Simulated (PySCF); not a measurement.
C3H6BNO, SMILES B(NC)(C#C)O.

Geometry optimised at PBE0-D3(BJ)/def2-SVP. This is a generated structure with no PubChem entry under its InChIKey; it may be hypothetical. The values are those of a single conformer.

Calculation: PBE/def2-TZVP (PySCF).

Gas-phase values at a fixed geometry.

```json
{
  "total_energy": "-272.55441 hartree",
  "point_group": "Cs",
  "highest_occupied_level": "-5.81 eV",
  "lowest_empty_level": "-1.12 eV",
  "orbital_gap": "4.69 eV",
  "dipole_moment": "0.67 D",
  "quadrupole, principal values (traceless, Buckingham form, about the centre of nuclear charge)": "-6.68, -1.83, 8.51 D·Å",
  "mean_static_polarisability": "61.8 bohr³ (9.15 Å³)",
  "polarisability_principal_values": "41.9, 62.7, 80.7 bohr³"
}
```
